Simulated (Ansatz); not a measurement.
Mulliken charges of `[OH][Hf]([OH])([F])[Cl]` from r2SCAN/def2-TZVPP in Ansatz (PBE0-D4/def2-TZVP geometry).

| atom | x (Å) | y (Å) | z (Å) | charge (e) |
| --- | --- | --- | --- | --- |
| O1 | 0.168 | 1.103 | 1.263 | -0.472 |
| Hf2 | -0.106 | -0.412 | 0.143 | 1.226 |
| O3 | 0.378 | -0.042 | -1.660 | -0.472 |
| F4 | 0.986 | -1.841 | 0.782 | -0.359 |
| Cl5 | -2.379 | -1.061 | 0.235 | -0.322 |
| H6 | 0.356 | 1.922 | 1.708 | 0.199 |
| H7 | 0.659 | 0.262 | -2.516 | 0.199 |

Problem. By hand: the dipole of these point charges (1 e Å = 4.8032 D).

Solution. Σ q r = (0.226, 0.431, -0.154) e Å, of length 0.510 e Å = 2.45 D.

Problem. How does the dipole of the full density compare? (An estimate is asked.)

Solution. Ansatz gave: (0.340, 0.642, -0.229) e Å, 3.66 D; the point charges give 0.67 times that, at 0° from its direction.

Point charges leave out the atoms' own dipoles, such as those of lone pairs, and Mulliken's split depends on the basis, so the two needn't agree.
